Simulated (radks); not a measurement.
Spherical quantum dot in the effective-mass picture: electrons in a hard-walled sphere of radius 1.54, with a point charge +2 (a donor) at the centre, all in effective atomic units (hartree* = m*/eps^2 hartree, bohr* = eps/m* bohr), one dielectric constant everywhere. Method: non-relativistic Kohn-Sham, PBEsol, spin-polarised, spherical densities; computed with a radial shooting solver with Libxc functionals. Levels are named by radial order and angular momentum (1s, 1p, 1d, 2s, ...), and open shells are averaged over m. Each electron was tried in the lowest free levels, single moves between levels near the top were tried too, and the lowest total energy was kept; such a search can miss a lower state. At N = 1 the Hartree and exchange-correlation terms need not cancel, so that row can carry a self-interaction error.

N,open shells,2S,E (hartree*),mu = E(N) - E(N-1) (hartree*),addition energy mu(N+1) - mu(N) (hartree*),e(HOMO) (hartree*),rms radius (bohr*)
1,"1s(up 1, down 0)",1,-1.68372,-1.6837,1.451,-1.1272,0.6512
2,none,0,-1.91657,-0.23286,4.050,0.28418,0.6853
3,"1p(up 1, down 0)",1,1.90032,3.8169,0.8474,4.2297,0.7810
4,"1p(up 2, down 0)",2,6.56456,4.6642,0.8854,5.1040,0.8280
5,"1p(up 3, down 0)",3,12.1143,5.5497,1.185,5.9971,0.8576
6,"1p(up 3, down 1)",2,18.8487,6.7344,0.8296,7.1405,0.8796
7,"1p(up 3, down 2)",1,26.4127,7.5640,0.8621,7.9922,0.8964
8,none,0,34.8388,8.4261,3.516,8.8618,0.9100
9,"1d(up 1, down 0)",1,46.7812,11.942,0.8148,12.348,0.9293
10,"1d(up 2, down 0)",2,59.5384,12.757,0.8224,13.167,0.9450
11,"1d(up 3, down 0)",3,73.1179,13.580,0.8266,13.992,0.9580
12,"1d(up 4, down 0)",4,87.5240,14.406,0.8290,14.820,0.9691
13,"1d(up 5, down 0)",5,102.759,15.235,1.086,15.650,0.9788
14,"1d(up 5, down 1)",4,119.080,16.321,0.8026,16.721,0.9875
15,"1d(up 5, down 2)",3,136.203,17.123,0.8100,17.528,0.9952
16,"1d(up 5, down 3)",2,154.137,17.933,0.8144,18.340,1.002
17,"1d(up 5, down 4)",1,172.885,18.748,0.8172,19.156,1.009
18,none,0,192.450,19.565,1.213,19.974,1.014
19,"2s(up 1, down 0)",1,213.228,20.778,1.267,21.301,1.012
20,none,0,235.272,22.045,3.040,22.578,1.010
21,"1f(up 1, down 0)",1,260.356,25.084,0.7913,25.480,1.017
22,"1f(up 2, down 0)",2,286.232,25.875,0.7929,26.272,1.023
23,"1f(up 3, down 0)",3,312.900,26.668,0.7941,27.065,1.029
24,"1f(up 4, down 0)",4,340.363,27.462,0.7949,27.860,1.034
25,"1f(up 5, down 0)",5,368.620,28.257,-,28.655,1.039

All shells are closed at N = 2, 8, 18, 20 (there: 1s2 1p6 1d10 2s2); the second difference of the energy has clear peaks (12 % above both neighbours; the first and last values, which can be the largest, are not judged, and half-filled shells can peak too) at N = 2, 5, 8, 13, 20.
